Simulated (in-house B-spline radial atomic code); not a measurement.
A calculation on Cd II (Cd+): its settings, and results tabulated from the run. Method: scalar-relativistic (X2C) PBE0, spin-polarised, spherical fractional occupations, exact exchange averaged over the configuration, Fermi nucleus of rms radius 4.6087 fm. Calculated with a B-spline radial code for spherical atoms.

Command:
```bash
python run_scf.py task.json out
```
Settings (nuclear radius in fm, mass in u):
```
Z                48
configuration    [Kr] 4d10 5s1
hamiltonian      x2c
method           pbe0
spin_polarised   True
nucleus          fermi
rms_radius       4.6087
atomic_mass      113.90336
speed_of_light   137.035999084
exact_exchange   averaged over the configuration
```

Output (hartree, bohr):
```
 radial grid: 81 intervals, B-splines of order 8, outer radius 60 bohr

 iter        energy (Eh)    residual
    1       -5590.083421    4.56e-01
    2       -5590.200891    2.99e-01
    3       -5593.367415    2.07e-02
    4       -5593.379650    8.64e-03
    5       -5593.381013    2.62e-03
    6       -5593.381097    6.98e-04
    7       -5593.381113    4.16e-04
    8       -5593.381119    1.80e-05
    9       -5593.381119    3.16e-06
   10       -5593.381119    3.65e-08

 total energy                     -5593.38112
 kinetic                            5865.5784
 electron-nucleus                 -13558.3122
 Hartree                            2254.8186
 exact exchange                      -38.2971
 exchange-correlation               -117.1689

 orbital      occ     eigenvalue          <r>       <r^2>       <1/r>       r_max
 1s up      1.000      -976.7650    0.0298365  0.00121443     52.7743     0.01901
 1s down    1.000      -976.7634    0.0298365  0.00121443     52.7742     0.01901
 2s up      1.000      -146.1141     0.131127   0.0203369     11.9358      0.1111
 2s down    1.000      -146.1135     0.131128   0.0203371     11.9357      0.1111
 2p up      3.000      -131.1436     0.114614   0.0160568     11.1586     0.08872
 2p down    3.000      -131.1434     0.114615   0.0160569     11.1585     0.08872
 3s up      1.000       -27.8573     0.357595    0.146376     4.15545      0.3238
 3s down    1.000       -27.8553     0.357606    0.146385     4.15526      0.3238
 3p up      3.000       -22.9041     0.356434    0.147578     3.89126       0.317
 3p down    3.000       -22.9031      0.35643    0.147574      3.8913      0.3171
 3d up      5.000       -15.1270      0.33446     0.13305     3.64378      0.2659
 3d down    5.000       -15.1267     0.334448     0.13304     3.64389      0.2659
 4s up      1.000        -4.4344     0.881249    0.879917     1.58153      0.7963
 4s down    1.000        -4.4310     0.881396    0.880035     1.58082      0.7967
 4p up      3.000        -2.9574     0.962887     1.06255       1.412      0.8465
 4p down    3.000        -2.9555     0.961338      1.0583     1.41359      0.8466
 4d up      5.000        -0.8362      1.27271     1.95706     1.05756      0.9826
 4d down    5.000        -0.8278      1.25943     1.91064      1.0663      0.9807
 5s up      1.000        -0.5215      2.66166     8.05626    0.479839       2.257
```

Run time, properties included: 1.1 s on 1 thread of Arm Neoverse N1, on a shared host.

One-electron X2C: radii and densities carry no picture-change correction, so inner-shell <1/r> comes out high (for 1s by about 2 % at Z = 33, 5 % at 54, 10 % at 75, 30 % at 118) and <r> low.
